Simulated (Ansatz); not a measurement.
The first iterations of a band of CH6Sn + ClH (10 atoms, charge 0, multiplicity 1).

The calculation used RKS B3LYP-D4/def2-SVP (Ansatz).

```yaml
movable_images: 2
climbing_image: no
spring: 5.0 eV/Å²
optimiser: quadratic models (default)
start_path: through a guess of the saddle point
force_threshold: 0.05 eV/Å
iteration_limit: 60
end_points: relaxed
```

Initial state:

```xyz
10
Properties=species:S:1:pos:R:3
Sn -0.761 -0.787 -0.420
C 1.245 -0.525 0.351
H -0.864 -2.156 -1.458
H -1.908 -0.937 0.850
H -1.185 0.612 -1.354
H -0.804 2.296 -0.249
Cl -0.474 2.926 0.833
H 1.305 0.454 0.847
H 1.477 -1.319 1.075
H 1.970 -0.563 -0.474
```

Final state:

```xyz
10
Properties=species:S:1:pos:R:3
Sn -1.798 -0.122 -0.762
C 1.760 -0.061 0.740
H -0.547 -0.783 -1.726
H -1.865 -0.801 0.809
H -3.319 -0.167 -1.552
H 1.181 0.868 0.634
Cl -1.275 2.181 -0.469
H 2.580 0.097 1.454
H 1.109 -0.866 1.111
H 2.175 -0.346 -0.237
```

| iteration | highest image above the first end (eV) | largest band force component (eV/Å) |
| --- | --- | --- |
| 1 | 1.493 | 3.167 |
| 2 | 0.800 | 1.597 |
| 3 | 0.476 | 0.619 |
| 4 | 0.316 | 0.381 |

**Question.** Does the band converge within its limit, and where does its top end?

**Answer.** The run converged. It ended after 13 iterations with the highest image 0.118 eV above the first end. Neighbouring images differ by up to 1.3 eV, so the band resolves the path poorly. No image climbed, so the highest image needn't sit at the top of the path. A band with more images between the same ends climbed to 1.34 eV, so this one has probably stepped over the top. So few images can step over the top or miss a turn of the path. The orbitals stay closed-shell, which can raise the energy where a bond breaks towards radicals; this wasn't checked here.

Run time: 30 s on 2 threads of AMD EPYC 9R45 96-Core Processor (Zen 5), with other jobs on the host, peak memory 0.21 GiB.
